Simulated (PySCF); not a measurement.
Dipole moment and polarisability of (H2Al-mu-SH)2

Species: (H2Al-mu-SH)2.
Geometry (PBE0-D3(BJ)/def2-SVP, Å), atoms numbered from 1 in this order:
```xyz
10
Al2H6S2 angstrom
Al    -0.5442   -1.2047    0.9656
H     -2.0635   -1.0119    1.3782
H      0.4371   -2.3775    1.3742
S      0.6237    0.8243    1.4305
Al     1.0614    0.8382   -0.9157
H      0.4026    2.1468   -1.5248
H      2.5438    0.3186   -1.1034
S     -0.3811   -0.9959   -1.4060
H     -0.4568    1.6361    1.3741
H     -1.4985   -0.2508   -1.5683
```

Level: PBE0/def2-SVPD (PySCF), static field, nuclei fixed, core orbitals frozen in the response. The polarisability tensor in these axes (au):

```
x    93.24   8.78  -2.59
y     8.78  99.19  -1.46
z    -2.59  -1.46 103.66
```

**Question.** Diagonalise the tensor; give its mean and Δα, where Δα² is half the sum of the squared differences of the eigenvalues.

**Answer.** Principal values 86.85, 101.80 and 107.44 au; mean 98.70 au = 14.63 Å³ = 16.27 × 10⁻⁴⁰ C²·m²/J; Δα = 18.43 au (19 % of the mean).

**Question.** What is the dipole moment, and where does it point?

**Answer.** (-1.46, 1.00, -0.14) D, 1.77 D in size, pointing from the negative to the positive side. Measured along this direction, the outermost atoms are H7 and H3 at the negative end and H10 and H9 at the positive end.

**Question.** What are the principal values of the traceless quadrupole moment, Θ = ½Σq(3rr − r²1), about the centre of nuclear charge?

**Answer.** -5.61, 0.92, 4.70 D·Å. The values depend on the origin, since the dipole doesn't vanish. The electronic extent ⟨r²⟩ about the same centre is 866 bohr², a root-mean-square distance of 1.95 Å for the 64 electrons.

**Question.** Form Σ f/ω² (atomic units) for the 15 lowest TDDFT singlets, given as eV and f, and set it beside the mean polarisability, which is this sum over all singlets: 6.37, 0.0009; 6.45, 0.0000; 6.48, 0.0063; 6.61, 0.0230; 6.70, 0.0012; 6.70, 0.0292; 6.83, 0.0009; 6.83, 0.0000; 7.25, 0.0000; 7.26, 0.0001; 7.37, 0.0053; 7.38, 0.0101; 7.52, 0.0001; 7.53, 0.0337; 7.65, 0.1028.

**Answer.** They add up to 2.98 au, 3.0 % of the 98.70 au; the largest single term is 1.30 au, from the state at 7.65 eV. Terms in order: 0.02, 0.00, 0.11, 0.39, 0.02, 0.48, 0.01, 0.00, 0.00, 0.00, 0.07, 0.14, 0.00, 0.44, 1.30 au. Higher excitations give the rest. The strengths listed sum to 0.213.

**Question.** Molar refractivity from α?

**Answer.** Lorentz–Lorenz: R = (4π/3)N_A α = 2.5225 cm³/(mol·Å³) × 14.63 Å³ = 36.9 cm³/mol, in the limit of long wavelengths.

**Question.** Refractivity n − 1 of an ideal gas of it at 400 K and 1 atm, from the electronic α?

**Answer.** N = p/kT = 1.8347 × 10¹⁹ cm⁻³, so n − 1 = 2π × N × 14.63 × 10⁻²⁴ cm³ = 1686 × 10⁻⁶ at long wavelengths, for an ideal gas.

The structure is a single PBE0-D3(BJ)/def2-SVP conformer in the gas phase; no vibrational or solvent corrections.
